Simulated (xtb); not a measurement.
xtb input (GFN2-xTB):

```bash
xtb mol.xyz --gfn 2 --ohess tight --chrg -1 --uhf 0
```
mol.xyz:
```
2

Se    -0.50163563     0.49924740    -0.03076998
H      0.55101968    -0.53962322    -0.02367677
```

End of the output:

```
   ------------------------------------------------------------------------

         :::::::::::::::::::::::::::::::::::::::::::::::::::::
         ::                  THERMODYNAMIC                  ::
         :::::::::::::::::::::::::::::::::::::::::::::::::::::
         :: total free energy          -3.951722167687 Eh   ::
         ::.................................................::
         :: total energy               -3.938196219509 Eh   ::
         :: zero point energy           0.005625528598 Eh   ::
         :: G(RRHO) w/o ZPVE           -0.019151476776 Eh   ::
         :: G(RRHO) contrib.           -0.013525948178 Eh   ::
         :::::::::::::::::::::::::::::::::::::::::::::::::::::

optimized geometry written to: xtbopt.xyz

           -------------------------------------------------
          | TOTAL ENERGY               -3.938196219509 Eh   |
          | TOTAL ENTHALPY             -3.929265876003 Eh   |
          | TOTAL FREE ENERGY          -3.951722167687 Eh   |
Note: The following floating-point exceptions are signalling: IEEE_DENORMAL
normal termination of xtb
          | GRADIENT NORM               0.000003766289 Eh/α |
          | HOMO-LUMO GAP               6.621107741372 eV   |
           -------------------------------------------------

------------------------------------------------------------------------
------------------------------------------------------------------------
 total:
 SCF:
 ANC optimizer:
 analytical hessian:
```

Whether it binds its extra electron was not tested at this geometry.
